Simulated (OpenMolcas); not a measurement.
neutral antimony: effect of the IPEA shift

```
Program             : OpenMolcas
Basis               : ANO-RCC-VTZP [7s6p4d2f1g]
Scalar Hamiltonian  : DKH2, point nucleus
Active space        : 5 electrons in 8 orbitals (5s 5p 6s 6p)
State averaging     : 2S+1 = 4 odd, 1 root; 2S+1 = 2 odd, 8 roots; 2S+1 = 4 even, 3 roots; 2S+1 = 2 even, 3 roots (0 in the spin-orbit step)
Spin-orbit coupling : state interaction with AMFI integrals over the reference wave functions, term energies averaged over their components
```

Methods on the same reference wave functions:
A. CASSCF
B. SS-CASPT2, IPEA 0 Eh, imaginary shift 0.1 Eh (closed shells correlated: 4d)
C. SS-CASPT2, IPEA 0.25 Eh, imaginary shift 0.1 Eh (closed shells correlated: 4d)

Energies in eV above 5s² 5p³ ⁴S°_3/2, the measured ground level; measured values from NIST Handbook of Basic Atomic Spectroscopic Data.

```
          Level       A       B       C  Measured
5s² 5p³ ⁴S°_3/2  0.0000  0.0000  0.0000    0.0000
5s² 5p³ ²D°_3/2  1.4516   1.276   1.277    1.0554
5s² 5p³ ²D°_5/2  1.6281   1.410   1.412    1.2217
5s² 5p³ ²P°_1/2  2.2224   2.329   2.313    2.0328
5s² 5p³ ²P°_3/2  2.4358   2.498   2.484    2.2893
```

Deviations, from unrounded energies. A percentage is the sum of absolute deviations over the sum of measured energies, with the sign that they share, or ± where signs differ.

```csv
Against measurement,Levels,A,B,C
mean absolute deviation (cm-1),4,2300,1800,1800
other terms of the ground configuration (%),4,+17.3,+13.8,+13.4
```

B, C lie about equally close to measurement and A furthest from it. The largest miss of C in the table is 5s² 5p³ ²P°_1/2, by +2300 cm-1. The ranking rests on the paired levels alone, and a cruder setting can come out closer through cancelling errors.

Between B and C the level of the table that moves most is 5s² 5p³ ²P°_1/2, by 130 cm-1 (lowest in C, highest in B). Moves below CASPT2's spread within the term are not significant.

The mean deviations of B to C differ by less than CASPT2's widest spread within a term (93 cm-1), so their order carries little weight.

From A to B the spin-free energies of the other terms of 5s² 5p³ shown, above ⁴S°, scale by factors of 0.86 to 1.05.

The lowest spin-free term lies below A's lowest term by 0.499 hartree in B, 0.491 hartree in C.

Term energies are means over components that CASPT2 splits; among the terms shown or strongly mixed into the levels shown the widest spread is 93 cm-1 (5s² 5p³ ²D°, C). Some high roots are left out of the spin-orbit mixing, which shifts the levels that they would mix with. Active for correlation alone: 6p 6s; no level in the range computed is led by a configuration that fills them, so any true level of that kind is missing. Some terms miss by over 15 % even with CASPT2, which points to a basis or an active space too small for the shells correlated (holds for B; C). Measured partners are found by configuration, term and J. A level has none where our copy of the source lacks it or the pairing is in doubt (some pairs that miss far off the trend of their configuration count as doubtful), and it then counts in no deviation. Only configurations of the active space appear. Levels that lie high or do not pair safely by name in every column are left out.

° marks odd parity.
